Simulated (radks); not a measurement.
Values are calculated unless marked as measured or tabulated.
Eu LV, 9 electrons, occupied as [He] 2s2 2p5 (the NIST ground configuration). Code: a radial shooting solver on a logarithmic mesh with Libxc functionals. Model: scalar-relativistic Kohn-Sham, PBE, spin-unpolarised, spherical densities, point nucleus.

Unscreened Slater integrals over Kohn-Sham orbitals (cm^-1).

integral,value
"F0(2p,2p)",2451000
"F2(2p,2p)",1165600
"F0(2p,2s)",2257100
"G1(2p,2s)",1281100
"F0(2p,1s)",3327900
"G1(2p,1s)",644870
"F0(2s,2s)",2135600
"F0(2s,1s)",3014600
"G0(2s,1s)",307900
"F0(1s,1s)",9323200

Derived for the open shells (J is the average intra-shell exchange parameter used in DFT+U). 2p: J = F2/5 = 233100 cm^-1.
